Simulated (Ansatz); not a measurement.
Input for Ansatz (an electronic-structure program): R-PBE/def2-TZVPPD on HF (SMILES F) with ghost functions, monomers drawn apart or pushed together. Files ending in .json are basis or fitting sets from the Basis Set Exchange.

Ansatz 0.2 input:
```yaml
crystal:
  periodic: [false, false, false]
  atoms:
    - {symbol: F, position_ang: [0.55177904, 0.61911929, -0.26114465]}
    - {symbol: H, position_ang: [0.28287210, -0.21341687, -0.56464964]}
basis:
  gaussian:
    orbitals: def2-TZVPPD.json
    ghost_atoms:
      - {symbol: I, position_ang: [-0.09796729, 0.23134127, 3.20173421]}
      - {symbol: H, position_ang: [0.31277722, 0.75245367, 1.72576384]}
hamiltonian:
  xc: {name: PBE}
scf: {lower_state_search: off}
```

Problem. What total energy does the run end on?

Solution. -100.3967 hartree.
